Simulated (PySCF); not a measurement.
Isomers of C8H14Si, from PBE0-D3(BJ)/def2-SVP geometry optimisation, gas phase in PySCF 2.14.0. One conformer each, no zero-point energy, no frequencies.

Question: Which is lower in electronic energy at this level?
A. `[SiH3:1][C:2]1=[C:3]=[CH:4][CH2:5][CH2:6][CH2:7][CH2:8][CH2:9]1` with C3–C4–C5–C6 -12°, C4–C5–C6–C7 -60°, C5–C6–C7–C8 113°, C6–C7–C8–C9 -80°: A = 1897, B = 1078, C = 843.6 MHz, dipole 1.37 D
B. `[CH:1]1=[CH:2][CH2:3][SiH:4]([CH:5]2[CH2:6][CH2:7][CH2:8]2)[CH2:9]1` with C3–Si4–C5–C6 177°, C1–C2–C3–Si4 10°, C2–C3–Si4–C5 103°, Si4–C5–C6–C7 -100°, C5–C6–C7–C8 -17°: A = 3160, B = 842.8, C = 746.6 MHz, dipole 0.49 D

Answer: B. That is `C1=CC[SiH](C2CCC2)C1`, 21.9 kcal/mol below the other.

| SMILES | mapped SMILES | E (Eh) | relative (kcal/mol) | relative (kJ/mol) | dipole (D) |
| --- | --- | --- | --- | --- | --- |
| C1=CC[SiH](C2CCC2)C1 | [CH:1]1=[CH:2][CH2:3][SiH:4]([CH:5]2[CH2:6][CH2:7][CH2:8]2)[CH2:9]1 | -601.94635 | 0.0 | 0.0 | 0.49 |
| [SiH3]C1=C=CCCCCC1 | [SiH3:1][C:2]1=[C:3]=[CH:4][CH2:5][CH2:6][CH2:7][CH2:8][CH2:9]1 | -601.91144 | 21.9 | 91.7 | 1.37 |

As drawn, the lower has a four-membered ring, which the higher lacks; the higher has cumulated double bonds, which the lower lacks.
